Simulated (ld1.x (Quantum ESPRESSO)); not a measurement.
**Ta (Z = 73): one change to a TM potential, before and after**

ld1.x (Quantum ESPRESSO) 7.5 input, shortened:

```
&input
   title='Ta', zed=73., rel=1, dft='PZ', iswitch=3,
   config='[Xe] 4f14 5d3 6s0.5 6p0'
 /
 &inputp
   pseudotype=2, tm=.true., lloc=2,
   nlcc=.true., new_core_ps=.true., rcore=2.00
 /
3
6S  1  0   0.50   0.00  2.35  2.35  0.0
6P  2  1   0.00   0.00  3.20  3.20  0.0
5D  3  2   3.00   0.00  2.85  2.85  0.0
 &test
   configts(1)='5d3 6s0.5 6p0'
 /
```

All-electron outer shells of the reference configuration (LDA (PZ), scalar-relativistic, ld1.x):

```
shell  level (eV)  outermost node (bohr)  outermost maximum (bohr)
   4f      -36.31                      –                      0.44
   6s      -15.30                   1.32                      2.61
   5d      -14.60                   0.65                      1.56
   6p       -9.70                   1.57                      3.31
```

Change: local potential all-electron potential smoothed inside 2.70 bohr (lloc = -1).

Cutoffs: the cutoffs (Ry, on a coarse ladder) from which the occupation-weighted sum of valence levels, in a spherical-Bessel basis at the reference potential, stays within 10 and 1 mRy of its value at 400 Ry; they do not see the model core or the augmentation charge, which bear on the density cutoff. Errors are all-electron minus pseudo energies relative to the spin-unpolarised reference configuration.

What does the change do?

The potential gets neither clearly harder nor softer (21 Ry and 30 Ry → 21 Ry and 30 Ry); the bound ghosts move from p, s to s; the number of tests that count goes from 8 to 9; of the 8 tests that both files solve, the error grows in 3 and shrinks in 1 by more than 15 % and 0.3 meV (median size 31.8 → 38.0 meV). In the separable form a ghost depends on how the local part lies against the semilocal potential of the channel, so the choice of the local part can create or remove one.

```csv
quantity,base,changed
"cutoff, loose",21 Ry,21 Ry
"cutoff, tight",30 Ry,30 Ry
loose cutoff by channel (10 mRy a level),"s 10 Ry, d 18 Ry","s 6 Ry, d 18 Ry"
bound ghosts,"s, p",s
"tests counted (converged, no solver errors)",8 of 9,9 of 9
"error for 5d3 6s2 6p0, meV [ΔE -15.50 eV]",-8.4,+4.8
"error for 5d3 6s1 6p0, meV [ΔE -6.80 eV]",-0.1,+1.4
"error for 5d3 6s0 6p0, meV [ΔE 8.51 eV]",-6.0,-5.8
"error for 5d3 6s0 6p1, meV [ΔE -1.61 eV]",-1.9,-2.7
"error for 5d1 6s0 6p0, meV [ΔE 67.80 eV]",-643,-648
"error for 5d2 6s0 6p0, meV [ΔE 32.44 eV]",-145,-145
"error for 5d3 6s0.5 6p0 (spin-polarised), meV [ΔE -1.65 eV]",+92,+92
"error for 5d3 6s2 6p0 (spin-polarised), meV [ΔE -16.54 eV]",+55,+70
s: phases at 3.50 bohr within 0.05 rad from the reference energy up to (Ry; the scan ends near 5),n/a,-0.6
p: phases at 3.50 bohr within 0.05 rad from the reference energy up to (Ry; the scan ends near 5),-0.6,0.2
d: phases at 3.50 bohr within 0.05 rad from the reference energy up to (Ry; the scan ends near 5),0.2,0.2
```

Base: Tests not counted: 5d3 6s0 6p2 (solver errors, printed error +496 meV). These tests converged, but a pseudo level misses the all-electron one widely, so the file describes the atom poorly there or has found another state: 5d2 6s0 6p0: empty 6p by 4.4 eV. A true bound ghost makes a file unfit for plane-wave use even where its test errors are small: the radial tests pick states by their node count and pass the ghost by.
